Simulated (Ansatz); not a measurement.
A nudged elastic band was laid between two geometries of AlH6NO2 (10 atoms, charge 0, multiplicity 1).

These are results of RHF/cc-pVDZ in Ansatz, not measurements.

```
movable images  : 7
climbing image  : yes
spring          : 5.0 eV/Å²
optimiser       : quadratic models (default)
start path      : through a guess of the saddle point
force threshold : 0.05 eV/Å
iteration limit : 60
end points      : relaxed
```

Initial state:

```xyz
10
Properties=species:S:1:pos:R:3
Al 0.009 -0.104 0.331
H -0.230 -0.913 1.683
O 1.604 -0.163 -0.371
H 1.778 -0.420 -1.261
O -1.326 0.079 -0.781
H -2.049 -0.520 -0.856
N 0.088 1.884 0.929
H 1.020 2.238 0.776
H -0.545 2.403 0.337
H -0.166 2.063 1.888
```

Final state:

```xyz
10
Properties=species:S:1:pos:R:3
Al 0.063 0.501 -0.660
H -0.204 0.621 3.908
O 1.546 -0.248 -1.064
H 1.695 -1.001 -1.609
O -1.459 -0.017 -1.245
H -1.654 -0.743 -1.811
N 0.103 1.885 0.442
H 0.939 2.294 0.811
H -0.700 2.420 0.712
H -0.144 0.835 3.192
```

(1) What changes between the two ends?

(2) What energy profile does the band end with?

(3) What is the geometry of the highest image?

Answers

(1) Bonds broken: Al1–H2, N7–H10. Bonds formed: H2–H10. AlH6NO2 becomes AlH4NO2 + H2.

(2) It converged. The highest image is number 3 of 0 to 8, 2.07 eV above the first end and 1.25 eV above the last; the last end lies 0.81 eV above the first. Neighbouring images differ by up to 1.5 eV, so the band resolves the path poorly. A vibrational analysis at the climbing image gives one clearly imaginary mode, 1708i cm⁻¹: a first-order saddle point. The orbitals stay closed-shell, which can raise the energy where a bond breaks towards radicals; this wasn't checked here.

| image | path coordinate (Å) | energy (eV) | Al1–H2 (Å) | N7–H10 (Å) | H2–H10 (Å) |
| --- | --- | --- | --- | --- | --- |
| 0 | 0.00 | 0.00 | 1.59 | 1.01 | 2.98 |
| 1 | 0.66 | 0.08 | 1.60 | 1.01 | 2.53 |
| 2 | 1.33 | 0.54 | 1.63 | 1.02 | 1.80 |
| 3 | 1.99 | 2.07 | 1.84 | 1.38 | 1.00 |
| 4 | 2.83 | 1.01 | 2.42 | 2.28 | 0.75 |
| 5 | 3.67 | 0.84 | 3.08 | 2.95 | 0.75 |
| 6 | 4.51 | 0.83 | 3.72 | 3.06 | 0.75 |
| 7 | 5.35 | 0.82 | 4.18 | 2.99 | 0.75 |
| 8 | 6.19 | 0.81 | 4.58 | 2.95 | 0.75 |

(3) 
```xyz
10
Properties=species:S:1:pos:R:3
Al 0.019 0.320 0.032
H -0.155 -0.024 1.831
O 1.539 -0.308 -0.455
H 1.727 -0.911 -1.153
O -1.486 0.037 -0.744
H -1.819 -0.771 -1.094
N 0.104 2.025 0.852
H 0.974 2.528 0.911
H -0.655 2.680 0.761
H -0.064 0.972 1.736
```

Time of the run: 3.7 min on 1 thread of Arm Neoverse V2, with other jobs on the host, peak memory 0.16 GiB.
